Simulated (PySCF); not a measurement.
**Working with the constants of AsO⁺**

RHF-CCSD(T) constants of AsO⁺, ¹Σ⁺ (singlet), closed shell (As def2-TZVPPD, O def2-TZVPPD; no relativity (PySCF 2.14); masses 74.9216 and 15.9949 u):

| Item | Value |
| --- | --- |
| ωe | 1092.9 cm⁻¹ |
| ωexe | 5.12 cm⁻¹ |
| Be | 0.51299 cm⁻¹ |
| αe | 0.00321 cm⁻¹ |
| D (centrifugal) | 4.52e-07 cm⁻¹ |
| De to As⁺ + O | 6.47 eV |

(1) Estimate the standard entropy (1 bar) and heat capacity of the ideal gas at 500 K, rigid rotor with B0 and harmonic oscillator at the fundamental.

Correlated steps freeze 10 core orbitals. For an ion De counts to the pair picked by the measured ionisation energies or electron affinities, which need not be the lowest pair at this level. Where the molecule has an RHF reference, its open-shell atoms are computed with UHF. The CCSD T1 diagnostic is raised, a sign that a single reference may not be enough here.

Answers

(1) Translation (Sackur–Tetrode, M = 90.92 u): 175.8 J/(mol K). Rotation: q = kT/(σB0) = 680 with σ = 1, 62.5. Vibration: x = hcν0/kT = 3.12, 1.58. S° = 240.0 J/(mol K); Cp = 7R/2 + 3.92 = 33.0 J/(mol K).
